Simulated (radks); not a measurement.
The numbers below are computed, except where a source is named.
Problem. Coherent X-ray form factor from a spherical all-electron density. Code: a radial shooting solver on a logarithmic mesh with Libxc functionals. Model: non-relativistic Kohn-Sham, PBE, spin-polarised, spherical densities, point nucleus.

| sin(theta)/lambda (1/angstrom) | f0 (electrons) |
|---|---|
| 0.05 | 16.953 |
| 0.1 | 16.814 |
| 0.15 | 16.586 |
| 0.2 | 16.276 |
| 0.25 | 15.893 |
| 0.3 | 15.445 |
| 0.4 | 14.404 |
| 0.5 | 13.247 |
| 0.6 | 12.065 |
| 0.8 | 9.904 |
| 1 | 8.247 |
| 1.25 | 6.879 |
| 1.5 | 6.001 |
| 2 | 4.694 |

The species is in the configuration that NIST lists as its ground one. Which atom or ion scatters so?

Solution. The arsenic ion As16+, [Ne] 3s2 3p5. Extrapolating in s^2 from the first two rows gives f0(0) = 17.0, near the electron count 17; among species with that count, the fall with angle is slower the higher Z, and the table is that of Z = 33; from so few rows the species is fixed only to a neighbour or two.
